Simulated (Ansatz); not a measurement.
HfSi5. Charge 0, multiplicity 1. Geometry PBE0-D4/def2-SVP.

| atom | x (Å) | y (Å) | z (Å) |
| --- | --- | --- | --- |
| Hf1 | 1.1548 | 0.5851 | 0.2354 |
| Si2 | -1.2077 | -0.2772 | 1.2544 |
| Si3 | 1.6648 | -0.6369 | -1.9711 |
| Si4 | -1.6364 | 1.0724 | -0.5134 |
| Si5 | 0.5123 | -0.1984 | 2.6000 |
| Si6 | -0.4877 | -0.5449 | -1.6052 |

In the def2 sets Hf takes a core potential; there is no spin–orbit coupling. The restricted singlet is unstable towards broken spin symmetry in Hartree–Fock (as tested in another run); at PBE-D4/def2-TZVP, revPBE-D4/def2-TZVP, BLYP-D4/def2-TZVP, r2SCAN-D4/def2-TZVP and others this wasn't settled. Another isomer (singlet) lies 1.97 eV lower at PBE0-D4/def2-TZVP; other spin states weren't run for this one.

**Question.** Estimate the orbital energies around the gap (eV) in Ansatz with PBE-D4/def2-TZVP, revPBE-D4/def2-TZVP, BLYP-D4/def2-TZVP, r2SCAN-D4/def2-TZVP, PBE0-D4/def2-TZVP.

**Answer.** 
```csv
orbital,PBE-D4/def2-TZVP,revPBE-D4/def2-TZVP,BLYP-D4/def2-TZVP,r2SCAN-D4/def2-TZVP,PBE0-D4/def2-TZVP
HOMO−5,-6.21,-6.16,-5.94,-6.44,-7.09
HOMO−4,-6.08,-6.03,-5.84,-6.29,-6.93
HOMO−3,-5.47,-5.42,-5.21,-5.66,-6.28
HOMO−2,-5.42,-5.37,-5.17,-5.57,-6.13
HOMO−1,-5.12,-5.08,-4.87,-5.28,-5.87
HOMO,-5.11,-5.06,-4.87,-5.27,-5.83
LUMO,-4.21,-4.12,-4.02,-4.15,-3.59
LUMO+1,-3.58,-3.53,-3.37,-3.58,-3.05
LUMO+2,-3.48,-3.39,-3.36,-3.35,-2.86
LUMO+3,-2.89,-2.81,-2.75,-2.77,-2.16
LUMO+4,-2.76,-2.68,-2.55,-2.65,-2.08
LUMO+5,-2.33,-2.27,-2.12,-2.23,-1.64
```
